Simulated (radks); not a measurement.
Valence configurations of Ho (all share [Xe]). All-electron calculation, Dirac Kohn-Sham, LDA (Slater exchange, Perdew-Wang correlation), spin-unpolarised, spherical densities, finite nucleus; open shells are shared between the two j in proportion to 2j + 1; Fermi nuclear charge, rms radius 5.2022 fm. Program: a radial shooting solver on a logarithmic mesh with Libxc functionals. Energies are relative to 4f11 6s2; eigenvalues in eV.

valence,E (eV),e(4f5/2),e(4f7/2),e(5d3/2),e(5d5/2),e(6p1/2)
4f11 6s2,0.000,-3.912,-2.932,-,-,-
4f10 5d1 6s2,4.571,-10.120,-9.074,-2.550,-2.252,-
4f11.5 6s1.5,0.943,-1.031,-0.085,-,-,-
4f11 5d1 6s1,2.790,-3.255,-2.277,-1.063,-0.898,-
4f10 6s2 6p1,6.144,-13.358,-12.311,-,-,-2.521
4f9 5d1 6s1 6p2,21.172,-21.784,-20.670,-7.149,-6.670,-3.205
4f10 5d1 6p2,11.102,-12.756,-11.710,-4.635,-4.288,-2.770
4f11 6s1 6p1,2.826,-5.382,-4.402,-,-,-2.047

NIST lists [Xe] 4f11 6s2 as the ground configuration; this level of theory agrees among the configurations tried. The energies are those of spherical spin-averaged densities, not of single terms. No valid solution was reached for [Xe] 4f12 6s1; [Xe] 4f12 6s0.5 6p0.5.
